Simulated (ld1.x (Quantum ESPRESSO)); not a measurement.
**What one change does to a pseudopotential (N (Z = 7), PAW)**

N, PAW, made with ld1.x (Quantum ESPRESSO) 7.5 (PBE, non-relativistic). Core [He], reference 2s1.5 2p3.5. Waves: 2s (bound): rcut 0.80, rcutus 1.00 bohr; 2s channel at 2.1 Ry: rcut 0.80, rcutus 1.00 bohr; 2p (bound): rcut 1.40, rcutus 1.85 bohr; 2p channel at 0.35 Ry: rcut 1.40, rcutus 1.85 bohr. Local part: all-electron potential smoothed inside 1.65 bohr (lloc = -1). Core correction: Bessel-smoothed model core inside 0.85 bohr. Augmentation charge: PSQ, inside the norm-conserving radii.

Change: waves 2p (bound): rcut 1.40, rcutus 1.70 bohr; 2p channel at 0.35 Ry: rcut 1.40, rcutus 1.70 bohr.

Cutoffs: the cutoffs (Ry, on a coarse ladder) from which the occupation-weighted sum of valence levels, in a spherical-Bessel basis at the reference potential, stays within 10 and 1 mRy of its value at 400 Ry; they do not see the model core or the augmentation charge, which bear on the density cutoff. Errors are all-electron minus pseudo energies relative to the spin-unpolarised reference configuration.

Question: How do hardness, ghosts and transferability respond?

Answer: The potential gets harder (21 Ry and 35 Ry → 25 Ry and 40 Ry); of the 7 tests that both files solve, the error grows in 0 and shrinks in 2 by more than 15 % and 0.3 meV (median size 0.1 → 0.1 meV); neither file shows a bound ghost. A smaller radius makes the pseudo-wave follow the all-electron one further in, where it bends more sharply, so more plane waves are needed.

| quantity | base | changed |
| --- | --- | --- |
| cutoff, loose | 21 Ry | 25 Ry |
| cutoff, tight | 35 Ry | 40 Ry |
| loose cutoff by channel (10 mRy a level) | s 10 Ry, p 18 Ry | s 10 Ry, p 21 Ry |
| bound ghosts | none | none |
| error for 2s2 2p3, meV [ΔE -5.74 eV] | -0.1 | -0.1 |
| error for 2s2 2p2, meV [ΔE 7.86 eV] | -0.5 | +0.6 |
| error for 2s2 2p1, meV [ΔE 36.72 eV] | -4.2 | +2.4 |
| error for 2s1 2p3, meV [ΔE 19.61 eV] | -1.4 | -0.4 |
| error for 2s2 2p3.3, meV [ΔE -7.36 eV] | -0.1 | -0.1 |
| error for 2s1 2p4, meV [ΔE 5.74 eV] | -0.1 | -0.1 |
| error for 2s2 2p2.5, meV [ΔE -0.64 eV] | -0.1 | +0.1 |
| lowest overlap eigenvalue by channel | s 0.64, p 1.00 | s 0.64, p 0.99 |
